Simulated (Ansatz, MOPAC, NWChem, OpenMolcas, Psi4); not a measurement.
## GaClF (SMILES [F][Ga][Cl]): the highest harmonic wavenumber at each level's own minimum, rung by rung

GaClF, doublet, SMILES `[F][Ga][Cl]`. Each level relaxes the structure for itself.

Quantity: the highest harmonic wavenumber at each level's own minimum, in cm⁻¹. The values are calculated.

```
                                   level             kind     program  value (cm⁻¹)
                                    MNDO   semi-empirical       MOPAC           711
                                     PM6   semi-empirical       MOPAC           734
                               PM6-D3H4X   semi-empirical       MOPAC           733
                                PM6-DH2X   semi-empirical       MOPAC           734
                          UBP86/def2-SVP              GGA      NWChem           646
                           UPBE/def2-SVP              GGA      Ansatz           646
                          UPBE0/def2-SVP    global hybrid      NWChem           685
UTPSSh-D3(BJ)/def2-SVP (density fitting)  hybrid meta-GGA        Psi4           674
                    CASSCF(3,3)/def2-SVP   multireference  OpenMolcas           728
```

All-electron rows without a relativistic Hamiltonian named are non-relativistic. Harmonic and unscaled. The values span 646 to 734 cm⁻¹.
